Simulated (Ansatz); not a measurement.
System: C$_{3}$H$_{4}$NSSi, charge 0, multiplicity 2. It need not be the lowest isomer of its formula. SMILES: [SiH3]c1nc[c]s1
Structure (B3LYP-D3(BJ)/def2-TZVP (Ansatz, a first-principles code) minimum search):
```
C
N 1 1.3119
C 2 1.3746 1 113.11
C 3 1.3541 2 112.09 1 0.00
H 3 1.0782 4 127.45 2 -180.00
S 4 1.6992 3 113.81 5 -180.00
Si 1 1.8722 2 123.86 3 180.00
H 7 1.4784 1 109.82 2 60.46
H 7 1.4784 8 109.86 1 120.90
H 7 1.4803 8 109.96 9 121.15
```
Charge 0, spin multiplicity 2.

Parts of the frozen-core correlation energy in cc-pV(D+d)Z (Ansatz, hartree). Frozen orbitals: 14; correlated occupied orbitals by spin: 16 and 15; virtual: 92 and 93. Open shells are spin-unrestricted. No spin-orbit coupling. No relativistic terms.

| term | value |
|---|---|
| reference (HF) | -856.77583 |
| MP2 opposite-spin | [?] |
| MP2 same-spin | -0.19144 |
| CCSD correlation | [?] |
| (T) | [?] |
| T1 diagnostic | 0.042 |
| largest doubles amplitude | 0.062 |
| <S^2> of the reference | 1.160 |

**Question.** What belongs in the gaps?

**Answer.** 
- MP2 opposite-spin, value: -0.53607
- CCSD correlation, value: -0.79771
- (T), value: -0.03656
